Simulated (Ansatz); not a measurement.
Basis-set series for C2H5F2NSi (`F[Si]1(F)CCN1`). The species carries charge 0 and has multiplicity 1. The geometry is a stationary point of PBE0-D4/def2-TZVP.

```tsv
functional	basis	functions	energy (Eh)	HOMO (eV)	LUMO (eV)
PBE0-D4	def2-TZVPP	267	-623.00155	-7.43	1.07
PBE0-D4	def2-QZVPP	505	-623.03079	-7.46	0.55
ωB97M-V	def2-TZVPP	267	-623.34492	-9.79	2.46
ωB97M-V	def2-QZVPP	505	-623.37227	-9.83	1.59
```

Q: Give the rows for def2-SVP. (Estimate.)

A: Ansatz gave: 
```tsv
functional	basis	functions	energy (Eh)	HOMO (eV)	LUMO (eV)
PBE0-D4	def2-SVP	113	-622.48297	-7.30	1.68
ωB97M-V	def2-SVP	113	-622.81606	-9.66	3.31
```

Positive LUMOs are unbound and depend on the basis.
